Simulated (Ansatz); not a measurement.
**A ladder of methods for InCl (SMILES [Cl][In])**

InCl: 2 atoms, total charge 0, spin state singlet. SMILES: `[Cl][In]`. Geometry: a GFN2-xTB relaxation, a rough one for these elements and not checked as a minimum.

```xyz
2

Cl    0.0000    0.0000    0.0000
In    0.0000    0.0000    2.3857
```

Each level gives the energy change with the Cl1–In2 bond stretched from 2.386 to 6.034 Å (eV). The values are calculated.

| level | kind | program | value (eV) | less FCI/STO-3G |
| --- | --- | --- | --- | --- |
| HF/STO-3G (restricted) | Hartree–Fock | Ansatz | 6.05 | +0.26 |
| revPBE/STO-3G (restricted) | GGA | Ansatz | 4.90 | -0.89 |
| r2SCAN/STO-3G (restricted) | meta-GGA | Ansatz | 5.22 | -0.57 |
| PBE0/STO-3G (restricted) | global hybrid | Ansatz | 5.56 | -0.23 |
| r2SCAN0/STO-3G (restricted) | hybrid meta-GGA | Ansatz | 5.65 | -0.14 |
| wB97X/STO-3G (restricted) | range-separated hybrid | Ansatz | 6.23 | +0.44 |
| B2PLYP/STO-3G (restricted) | double hybrid | Ansatz | 5.10 | -0.69 |
| BCCD(T)/STO-3G (restricted) | coupled cluster or CI | Ansatz | 5.78 | -0.01 |
| FCI/STO-3G | exact in the basis | Ansatz | 5.79 | 0.00 |

FCI/STO-3G is exact within its basis and frozen core, so for wave-function methods in that basis the difference is their error; functionals converge differently with the basis, so for them it is only a difference. All-electron rows without a relativistic Hamiltonian named are non-relativistic. The first shape isn't each level's own minimum. The values span 4.90 to 6.23 eV. All rows use very small basis sets, so none should be taken for the real molecule's value. In the correlated wave-function rows the outer d shell of In is correlated, in sets not made for it.
